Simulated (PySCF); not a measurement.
**Spectroscopy problems**

Theoretical values (PySCF): geometry from PBE0-D3(BJ)/def2-SVP, shielding tensors at PBE0/pcSseg-1 (GIAO), J: B3LYP/pcJ-1 (spin–dipole term left out of most H,H and C,H couplings). Equivalent nuclei averaged, a single conformation, non-relativistic, in vacuum.

Referencing at the same level of theory: 1H (31.27 ppm) and 13C (184.41 ppm) vs TMS. Multiplet labels drop J under 1 Hz and among equivalent protons, and merge close values. Unscaled 3J(H,H) run several per cent high. One-bond C–F couplings are unscaled and too large by tens of Hz. Shifts are as computed. Against solution values, carbons near 30 ppm lie about +2 ppm off and those near 130 ppm about +5 ppm. Of 1211 compounds with measured shifts, 218 miss one by over three times the rms of a fit or turn the order of signals round; such compounds aren't used in these exercises.

Problem. C₅H₄FN. 1H NMR (300 MHz, computed): δ 8.75 (dd, J = 8.9, 6.3 Hz, 2H), 6.97 (dd, J = 9.1, 6.3 Hz, 2H). 13C{1H} NMR (computed): δ 176.2 (C, d, J = 331.4 Hz), 158.1 (CH, d, J = 3.3 Hz), 116.0 (CH, d, J = 11.5 Hz). Identify the compound.

Solution. `Fc1ccncc1`. Rings plus π bonds: 4 (1 ring in the answer). 3 carbon signals for 5 carbons: some carbons are equivalent by symmetry or fast rotation. Carbon types of the structure: 1 × C, 4 × CH, which accounts for all hydrogens. δC 176.2: aromatic carbon bearing fluorine; the electronegative substituent deshields the carbon that carries it. δC 158.1: aromatic CH next to a ring nitrogen; the adjacent pyridine-type nitrogen withdraws density from it. δC 116.0: aromatic CH. δH 8.75: hydrogen on an aromatic CH next to a ring nitrogen; ring current plus the neighbouring ring nitrogen. The protons at 6.97 and 8.75 share a coupling of 6.3 Hz (vicinal, an ortho-type coupling).

This is the structure that produced the data.

Problem. C₆H₅F₅. 1H NMR (500 MHz, computed): δ 7.17 (m, 1H), 6.53 (ttd, J = 13.2, 1.4, 1.0 Hz, 1H), 5.85 (dq, J = 11.5, 1.5 Hz, 1H), 5.77 (dt, J = 18.3, 1.5 Hz, 1H), 5.58 (m, 1H). 13C{1H} NMR (computed): δ 149.5 (t, J = 6.6 Hz), 140.9, 134.9, 125.6 (t, J = 27.1 Hz), 125.2 (qt, J = 353.7, 38.7 Hz), 116.7 (tq, J = 307.8, 39.9 Hz). Give a structure.

Solution. SMILES C=C/C=C\C(F)(F)C(F)(F)F. Rings plus π bonds: 2 (no ring in the answer). 6 carbon signals for 6 carbons: no two carbons are equivalent. Carbon types of the structure: 2 × C, 3 × CH, 1 × CH2, which accounts for all hydrogens. δC 149.5, 140.9, 125.6: alkene CH; as expected for a trigonal carbon in a double bond. δC 134.9: terminal =CH2 carbon; as expected for a trigonal carbon in a double bond. δC 125.2: CF3 carbon; 3 electronegative neighbours deshield it. δC 116.7: allylic fully substituted sp3 carbon bonded to 2 F; 2 electronegative neighbours deshield it.

The data come from this structure; uniqueness wasn't tested.
